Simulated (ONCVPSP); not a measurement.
phosphorus (P): ONCV pseudisation with LDA (Perdew-Wang 92), scalar-relativistic reference atom.

ONCVPSP 4.0.1 was run on this input:

```
# ATOM AND REFERENCE CONFIGURATION
# atsym  z   nc   nv     iexc    psfile
  P 15.00    1    4  -001012      upf
#
#   n    l    f
    1    0    2.00
    2    0    2.00
    2    1    6.00
    3    0    1.75
    3    1    3.25
#
# PSEUDOPOTENTIAL AND OPTIMIZATION
# lmax
    2
#
#   l,   rc,      ep,       ncon, nbas, qcut
    0    0.70    0.00    3    8   19.80
    1    1.00    0.00    4    7   14.80
    2    0.95    0.38    3    6   11.00
#
# LOCAL POTENTIAL
# lloc, lpopt,  rc(5),   dvloc0
    4    4    0.45    6.00
#
# VANDERBILT-KLEINMAN-BYLANDER PROJECTORs
# l, nproj, debl
    0    2    0.60
    1    2    0.80
    2    2    1.90
#
# MODEL CORE CHARGE
# icmod, fcfact, rcfact
    0    0.00    0.00
#
# LOG DERIVATIVE ANALYSIS
# epsh1, epsh2, depsh
   -8.00    5.00    0.04
#
# OUTPUT GRID
# rlmax, drl
    6.00    0.01
#
# TEST CONFIGURATIONS
# ncnf
    4
# nvcnf
#   n    l    f
    4
    2    0    2.00
    2    1    6.00
    3    0    2.00
    3    1    3.00
#
    4
    2    0    2.00
    2    1    6.00
    3    0    2.00
    3    1    2.00
#
    4
    2    0    2.00
    2    1    6.00
    3    0    2.00
    3    1    1.00
#
    4
    2    0    2.00
    2    1    5.00
    3    0    2.00
    3    1    3.00
#
```

Command:

```bash
oncvpsp.x < P.dat > P.out
```

Resulting log (shortened: citation, most of the input echo, consistency checks and plot data are left out):

```
ONCVPSP  (Optimized Norm-Conservinng Vanderbilt PSeudopotential)
scalar-relativistic version 4.0.1

#   n    l    f        energy (Ha)
    1    0    2.00    -7.6308125E+01
    2    0    2.00    -6.3770235E+00
    2    1    6.00    -4.5897780E+00
    3    0    1.75    -5.2183193E-01
    3    1    3.25    -2.1094684E-01

Reference configufation results
  iterations    26
  all-electron total energy (Ha)   -3.40710986D+02

Begin loop to  construct optimized pseudo wave functions
and semi-local pseudopoentials for all angular momenta

Calculating optimized projector #   1

 for l=   0

    Fraction of norm inside rc  0.810149
    Optimizing pswf for qcut=  19.83 a_B^-1,  ecut= 196.60 Ha
    Residual kinetic energy error=  8.83D-08 Ha

    Energy error per electron        Cutoff
         Ha          eV             Ha
         0.01000     0.27211       87.97
         0.00100     0.02721      119.17
         0.00010     0.00272      143.72
         0.00001     0.00027      163.78

Calculating optimized projector #   2

 for l=   0

    Fraction of norm inside rc  0.040696
    Optimizing pswf for qcut=  19.83 a_B^-1,  ecut= 196.60 Ha
    Residual kinetic energy error=  2.26D-08 Ha

    Energy error per electron        Cutoff
         Ha          eV             Ha
         0.01000     0.27211       53.42
         0.00100     0.02721       97.47
         0.00010     0.00272      127.96
         0.00001     0.00027      152.63

Calculating optimized projector #   1

 for l=   1

    Fraction of norm inside rc  0.961727
    Optimizing pswf for qcut=  14.81 a_B^-1,  ecut= 109.65 Ha
    Residual kinetic energy error=  2.64D-06 Ha

    Energy error per electron        Cutoff
         Ha          eV             Ha
         0.01000     0.27211       72.70
         0.00100     0.02721       85.76
         0.00010     0.00272       95.91
         0.00001     0.00027      104.11

Calculating optimized projector #   2

 for l=   1

    Fraction of norm inside rc  0.047548
    Optimizing pswf for qcut=  14.81 a_B^-1,  ecut= 109.65 Ha
    Residual kinetic energy error=  3.93D-06 Ha

    Energy error per electron        Cutoff
         Ha          eV             Ha
         0.01000     0.27211       61.60
         0.00100     0.02721       79.85
         0.00010     0.00272       93.83
         0.00001     0.00027      104.92

   Wellstate for l =  2  n =  3
     eigenvalue =   0.3800
     asymptotic potential =   0.8800
     half-point radius =  3.5252

   Wellstate for l =  2  n =  4
     eigenvalue =   2.2800
     asymptotic potential =   2.7800
     half-point radius =  2.5769

Calculating optimized projector #   1

 for l=   2

    Fraction of norm inside rc  0.040440
    Optimizing pswf for qcut=  11.01 a_B^-1,  ecut=  60.56 Ha
    Residual kinetic energy error=  1.41D-05 Ha

    Energy error per electron        Cutoff
         Ha          eV             Ha
         0.01000     0.27211       20.47
         0.00100     0.02721       36.73
         0.00010     0.00272       50.52
         0.00001     0.00027       64.42

Calculating optimized projector #   2

 for l=   2

    Fraction of norm inside rc  0.107467
    Optimizing pswf for qcut=  11.01 a_B^-1,  ecut=  60.56 Ha
    Residual kinetic energy error=  9.44D-05 Ha

    Energy error per electron        Cutoff
         Ha          eV             Ha
         0.01000     0.27211       32.85
         0.00100     0.02721       48.14
         0.00010     0.00272       60.26
         0.00001     0.00027       99.65

Construct Vanderbilt / Kleinmman-Bylander projectors

B matrix Hermiticity error, ll=   0
   1   2    8.6518E-04

  Orthonormal projector coefficients  2.1410E+01  3.1543E+00

B matrix Hermiticity error, ll=   1
   1   2    4.1782E-04

  Orthonormal projector coefficients -1.0504E+01 -3.9683E+00

B matrix Hermiticity error, ll=   2
   1   2    3.7846E-05

  Orthonormal projector coefficients -6.7981E+00 -3.5167E+00

Pseudoatom total energy -121.478200

Diagnostic tests using Vanderbilt-Kleinman-Bylander pseudopotentials
  1 or more projectors used as specified by nproj input data

   l    rcore       rmatch      e in        delta e   norm test  slope test

   0   0.7013239   0.7226177  -6.3770235  -0.0000229   1.0002197   1.0002590
   0   0.7013239   0.7226177  -0.5218319   0.0000380   1.0001803   1.0001366

   1   1.0041475   1.0346356  -4.5897780  -0.0000053   1.0002071   1.0002069
   1   1.0041475   1.0346356  -0.2109468   0.0000162   1.0000701   1.0000607

   2   0.9515151   0.9804051   0.3800000  -0.0000917   1.0001142   1.0001142
   2   0.9515151   0.9804051   2.2800000  -0.0000454   1.0001778   1.0001778

 Testing for bound ghosts
   n   l    E NL Schr. Eq   E Basis Diag.   E Cutoff

   1   0       -6.377046       -6.376422    533.71
   2   0       -0.521794        0.357170    533.71

   2   1       -4.589783       -4.589732    222.06
   3   1       -0.210931        0.043961    222.06

 Testing for highly-localized positive-energy ghosts
       l    <radius>/rc     E Basis Diag.   E Cutoff

Test configuration 0

   n   l     f        eae           eps        diff
   1   0  2.0000  -76.30812511
   2   0  2.0000   -6.37702349   -6.37704635   -2.29D-05
   2   1  6.0000   -4.58977798   -4.58978324   -5.26D-06
   3   0  1.7500   -0.52183193   -0.52179390    3.80D-05
   3   1  3.2500   -0.21094684   -0.21093068    1.62D-05

    Total energies and differences
      AE_ref= -3.40710986D+02  AE_tst= -3.40710986D+02  dif=  0.00D+00
      PS_ref= -1.21478200D+02  PS_tst= -1.21478200D+02  dif=  4.41D-13
      PSP excitation error= -4.41D-13

Test configuration 1

   n   l     f        eae           eps        diff
   1   0  2.0000  -76.29386425
   2   0  2.0000   -6.36303011   -6.36273380    2.96D-04
   2   1  6.0000   -4.57593588   -4.57549891    4.37D-04
   3   0  2.0000   -0.51509877   -0.51505981    3.90D-05
   3   1  3.0000   -0.20567720   -0.20565581    2.14D-05

    Total energies and differences
      AE_ref= -3.40710986D+02  AE_tst= -3.40788524D+02  dif= -7.75D-02
      PS_ref= -1.21478200D+02  PS_tst= -1.21555734D+02  dif= -7.75D-02
      PSP excitation error= -3.26D-06

Test configuration 2

   n   l     f        eae           eps        diff
   1   0  2.0000  -76.69251467
   2   0  2.0000   -6.75345393   -6.75288613    5.68D-04
   2   1  6.0000   -4.96718825   -4.96555415    1.63D-03
   3   0  2.0000   -0.85702788   -0.85697785    5.00D-05
   3   1  2.0000   -0.52553780   -0.52546053    7.73D-05

    Total energies and differences
      AE_ref= -3.40710986D+02  AE_tst= -3.40427834D+02  dif=  2.83D-01
      PS_ref= -1.21478200D+02  PS_tst= -1.21195066D+02  dif=  2.83D-01
      PSP excitation error=  1.86D-05

Test configuration 3

   n   l     f        eae           eps        diff
   1   0  2.0000  -77.18409326
   2   0  2.0000   -7.22761437   -7.22664125    9.73D-04
   2   1  6.0000   -5.44299769   -5.43910508    3.89D-03
   3   0  2.0000   -1.24992856   -1.24983580    9.28D-05
   3   1  1.0000   -0.89633635   -0.89610543    2.31D-04

    Total energies and differences
      AE_ref= -3.40710986D+02  AE_tst= -3.39720632D+02  dif=  9.90D-01
      PS_ref= -1.21478200D+02  PS_tst= -1.20487968D+02  dif=  9.90D-01
      PSP excitation error=  1.22D-04

Test configuration 4

   n   l     f        eae           eps        diff
   1   0  2.0000  -77.89379860
   2   0  2.0000   -7.49981927   -7.47926396    2.06D-02
   2   1  5.0000   -5.76797906   -5.69224417    7.57D-02
   3   0  2.0000   -0.97158618   -0.97195796   -3.72D-04
   3   1  3.0000   -0.61287240   -0.61084599    2.03D-03

    Total energies and differences
      AE_ref= -3.40710986D+02  AE_tst= -3.35631055D+02  dif=  5.08D+00
      PS_ref= -1.21478200D+02  PS_tst= -1.16433141D+02  dif=  5.05D+00
      PSP excitation error=  3.49D-02
```

The run took about 2.9 s on one core of a shared server CPU.
